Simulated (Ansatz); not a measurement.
## Match the barriers

Saddle point of SiH₃SF₃, singlet (SiHF₃ ([F][SiH]([F])[F]) + H₂S → SiH₂SF₂ ([F][SiH]([F])[SH]) + HF; bonds formed: Si1–S7, F2–H6; bonds broken: Si1–F2, H6–S7), PBE0-D4/def2-TZVP structure:

Si1  (-0.474, 0.114, -0.558)
F2  (1.255, -0.600, -0.748)
F3  (-1.058, -1.168, -1.283)
F4  (-1.841, 0.774, -0.013)
H5  (0.025, 1.264, -1.320)
H6  (1.233, -0.734, 0.493)
S7  (0.200, -0.445, 1.593)
H8  (0.660, 0.796, 1.835)
(Å)

Program: Ansatz 0.2.0. Basis: def2-TZVPP, with def2-QZVPP for the basis limit. Cores are frozen in the correlated methods. Extrapolation: Hartree–Fock as exp(−7.88 √X), correlation as X^−2.97. Four methods, as single points on the PBE0-D4 structures, gave these electronic barriers from the start structure: 1.693, 1.755, 2.040, 2.878 eV.

(1) The methods were, in alphabetical order, BLYP-D4, CCSD(T), HF, r2SCAN-D4. Which gave which? (A judgement: the text doesn't fix the answer.)

T1 diagnostic: at most 0.013.

Answers

(1) Computed: r2SCAN-D4 1.693; BLYP-D4 1.755; CCSD(T) 2.040; HF 2.878 eV. For comparison, CCSD(T) at an estimated basis limit (MP2 extrapolated from triple and quadruple zeta, plus CCSD(T) − MP2 in triple zeta) gives 1.987 eV.

Labels in which every atom is bracketed show which atoms are joined, not bond orders.

For scale, one of the runs: CCSD(T)/def2-TZVPP, 219 basis functions, launched by `ansatz run in.yaml --threads 4 --pin off --events-out ev --progress --plain --max-ram 9574MiB`. Time: 87 s of wall clock on 4 CPU threads of an Arm Neoverse V2; the host was shared. Peak host memory: 3.4 GiB.
